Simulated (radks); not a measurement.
The platinum anion Pt- inside a hard spherical wall (all orbitals vanish at R), configuration held at [Xe] 4f14 5d9 6s2 and not refilled when levels cross. Calculated with a radial shooting solver on a logarithmic mesh with Libxc functionals: scalar-relativistic Kohn-Sham, PBEsol, spin-polarised, spherical densities, point nucleus; open shells are filled with parallel spins first (spin-orbit coupling, left out, can overturn this in heavy ions). Eigenvalues in eV for spin up, with the zero of energy where the potential of the charges vanishes at infinity; a dash marks a level that is unbound or too diffuse for the functional's potential to be trusted. A positive occupied level is held by the wall or, in an anion where self-interaction has pushed it up, behind a barrier. The pressure on the wall is -dE/dV.

| R (bohr) | E (hartree) | kinetic (hartree) | e(4f) | e(5p) | e(6s) | e(5d) | e(7s, empty) | e(6p, empty) | pressure (GPa) |
|---|---|---|---|---|---|---|---|---|---|
| 20 | -18408.4626 | 20534.313 | -63.536 | -49.554 | 0.278 | 0.312 | 2.389 | 2.511 | < 0.0001 |
| 15 | -18408.4626 | 20534.314 | -63.519 | -49.537 | 0.292 | 0.328 | 3.256 | 3.200 | 0.000527 |
| 10 | -18408.4604 | 20534.330 | -63.333 | -49.348 | 0.456 | 0.513 | 5.859 | 4.314 | 0.0391 |
| 8 | -18408.4518 | 20534.381 | -62.922 | -48.933 | 0.823 | 0.908 | 9.000 | 5.323 | 0.332 |
| 6 | -18408.3957 | 20534.669 | -61.381 | -47.413 | 2.241 | 2.307 | 17.501 | 8.017 | 4.34 |
| 5 | -18408.2697 | 20535.249 | -59.119 | -45.249 | 4.440 | 4.264 | 28.109 | 11.554 | 20.3 |
| 4 | -18407.8135 | 20537.164 | -53.639 | -40.226 | 10.309 | 8.877 | 52.097 | 20.188 | 125 |
| 3 | -18405.6912 | 20545.298 | -38.656 | -27.466 | 30.286 | 21.778 | 119.07 | 47.480 | 1170 |
| 2.5 | -18401.8266 | 20559.596 | -21.325 | -13.419 | 59.763 | 37.861 | 202.06 | 85.220 | 4690 |
